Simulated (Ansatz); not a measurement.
`[SiH3][BH][AlH][SiH3]` + `OBCl` → `[SiH3]OBCl` + `[BH2][AlH][SiH3]`  (cleavage of the Si–B bond)

Calculated with Ansatz (gas phase, PBE0-D4/def2-TZVP geometries, no zero-point term in ΔE). CCSD(T)/CBS is the MP2 limit (def2-TZVPP, def2-QZVPP) plus CCSD(T) − MP2 in def2-TZVPP, frozen cores. This one scheme is used for every species. DFT in def2-TZVPP. B3LYP here is the variant with VWN-RPA as its local correlation; programs differ in this. Each species was taken in one conformer, which may not be the lowest.

`[SiH3][BH][AlH][SiH3]`:

Cartesian coordinates in Å:
```
Si 2.356 -0.864 -0.263
B 0.431 -1.425 -0.164
Al -1.025 -0.365 0.912
Si -2.087 1.620 -0.091
H 2.798 0.040 0.836
H 3.315 -2.002 -0.338
H 2.454 -0.089 -1.539
H 0.147 -2.358 -0.863
H -1.415 -0.762 2.405
H -1.711 1.824 -1.519
H -1.689 2.851 0.653
H -3.575 1.529 -0.029
```

`OBCl`:

Z-matrix (Å, degrees):
```
B
O 1 1.340
Cl 1 1.766 2 121.0
H 1 1.189 2 119.8 3 -180.0
H 2 0.963 1 113.9 3 -0.0
```

`[SiH3]OBCl`:

```xyz
8

Si    0.612   -0.520    0.904
O     0.470    0.505   -0.404
B    -0.548    0.801   -1.216
Cl   -2.130    0.038   -0.994
H     0.337   -1.913    0.480
H     2.011   -0.387    1.367
H    -0.329   -0.105    1.970
H    -0.423    1.581   -2.107
```

`[BH2][AlH][SiH3]`:

Z-matrix (Å, degrees):
```
Si
Al 1 2.466
H 1 1.493 2 109.9
H 1 1.491 2 113.3 3 -119.7
H 1 1.492 2 111.9 3 118.8
B 2 2.109 1 120.7 3 107.7
H 2 1.595 1 117.5 3 -71.3
H 6 1.200 2 122.8 1 90.1
H 6 1.200 2 122.6 1 -87.7
```

(1) Is it downhill or uphill in electronic energy at CCSD(T)/CBS, and by how much? (Estimate.)

(2) What do these levels give: PBE0-D4, B3LYP-D4, ωB97M-V, B2PLYP, PBE, r2SCAN, PBE0, MP2/def2-TZVPP, HF/def2-QZVPP, MP2/def2-QZVPP, HF/CBS(def2), CCSD/CBS(def2)? (Best estimate.)

Largest T1 diagnostic among the species: 0.014.

Results:

(1) The calculation gave: Downhill: ΔE = -0.92 eV.

(2) The calculation gave: PBE0-D4 -0.73, B3LYP-D4 -0.91, ωB97M-V -0.92, B2PLYP -0.95, PBE -0.63, r2SCAN -0.82, PBE0 -0.73, MP2/def2-TZVPP -0.99, HF/def2-QZVPP -1.20, MP2/def2-QZVPP -1.00, HF/CBS(def2) -1.20, CCSD/CBS(def2) -0.95 eV.

In def2-TZVPP, CCSD(T) changes the Hartree–Fock value by +0.28 eV (the triples alone add +0.04 eV) and MP2 by +0.19 eV. From PBE to PBE0 (25 % exact exchange), in def2-TZVPP and without D4, ΔE moves by −0.09 eV.
